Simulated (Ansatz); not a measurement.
`N#[C][SnH2][F]` + `C[SeH]` → `C[Se]C#N` + `[F][SnH3]` at 500 K and 1 bar (substitution at a C–Sn bond).

Program: Ansatz. Geometries: PBE0-D4/def2-TZVP. ΔE: electronic, gas phase. CCSD(T)/CBS adds triple-zeta CCSD(T) − MP2 to the extrapolated MP2 energy (def2 sets, frozen cores). Elements past krypton have def2 core potentials. For Se, Sn outer-core shells are correlated without core-valence functions, which leaves a few kJ/mol of doubt a bond. Scalar relativity is left out up to krypton.

| species | CCSD(T)/CBS energy (Eh) | H − E (kJ/mol) | S (J/(mol·K)) |
| --- | --- | --- | --- |
| `N#[C][SnH2][F]` | -407.77206 | 98.0 | 372.8 |
| `C[SeH]` | -2441.15625 | 142.1 | 299.3 |
| `C[Se]C#N` | -2533.28551 | 153.9 | 356.6 |
| `[F][SnH3]` | -315.62493 | 83.7 | 298.9 |

H − E and S are ideal-gas, rigid-rotor, harmonic terms from PBE0-D4/def2-TZVP. 1 Eh = 2625.50 kJ/mol, R = 8.31446 J/(mol·K).

Problem. By hand: ΔE, ΔH, ΔS and ΔG.

Solution. ΔE = (-2533.28551) + (-315.62493) − (-407.77206) − (-2441.15625) = 0.01787 Eh = 46.9 kJ/mol. Δ(H − E) = 153.9 + 83.7 − 98.0 − 142.1 = -2.5, so ΔH = 44.4 kJ/mol. ΔS = 356.6 + 298.9 − 372.8 − 299.3 = -16.6 J/(mol·K). ΔG = 44.4 − 500 × (-16.6)/1000 = 52.7 kJ/mol.

Problem. By hand: the equilibrium constant, and the temperature at which ΔG would vanish if ΔH and ΔS stayed fixed.

Solution. log₁₀ K = −ΔG/(RT ln 10) = -5.5. ΔH and −TΔS have one sign here, so there is no such temperature.

ΔH outweighs TΔS. A doubt of 5 kJ/mol in ΔE shifts log₁₀ K by 0.5 here. These are equilibria of isolated gas molecules and say nothing of rates. Largest T1 diagnostic: 0.014 (customary marks: 0.02 for closed shells, 0.045 for open ones).
